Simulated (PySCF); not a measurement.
VI₄ (doublet state).
Geometry (PBE0-D3(BJ)/def2-SVP, Å), atoms numbered from 1 in this order:
```
atom  x, y, z in Å
V1     0.0038   -0.0005   -0.0075
I2     0.0348   -0.0137    2.4786
I3     2.3627    0.0135   -0.8018
I4    -1.2060    2.0117   -0.8246
I5    -1.1953   -2.0110   -0.8447
```

The calculation used PBE0-D3(BJ)/def2-SVP geometry optimisation, gas phase, def2 core potentials past Kr in PySCF.

Question: Which atoms are bound to V1, and at what distances?

Answer: 4 atoms: I4 2.486 Å, I5 2.486 Å, I2 2.486 Å, I3 2.489 Å.

Question: List the angles at V1.

Answer: 
```json
{"angle": "I3–V1–I5", "degrees": "110.7", "distance of the outer atoms (Å)": "4.09"}
{"angle": "I3–V1–I4", "degrees": "110.6", "distance of the outer atoms (Å)": "4.09"}
{"angle": "I2–V1–I4", "degrees": "109.8", "distance of the outer atoms (Å)": "4.07"}
{"angle": "I2–V1–I5", "degrees": "109.8", "distance of the outer atoms (Å)": "4.07"}
{"angle": "I4–V1–I5", "degrees": "108.0", "distance of the outer atoms (Å)": "4.02"}
{"angle": "I2–V1–I3", "degrees": "107.9", "distance of the outer atoms (Å)": "4.02"}
```

Question: What is the shape at V1?

Answer: Tetrahedral: angles from 107.9° to 110.7°; τ4 = (360° − α − β)/141° = 0.98 with α and β the two widest (0 for a square, 1 for a tetrahedron).

Charge 0, doublet. ⟨S²⟩ = 0.821 (exact for a doublet: 0.75). Whether it is a minimum is left open (no frequencies).

Caution for open-shell metal species: one SCF solution and one stationary point were followed, and a lower state or a bent or distorted shape isn't ruled out.
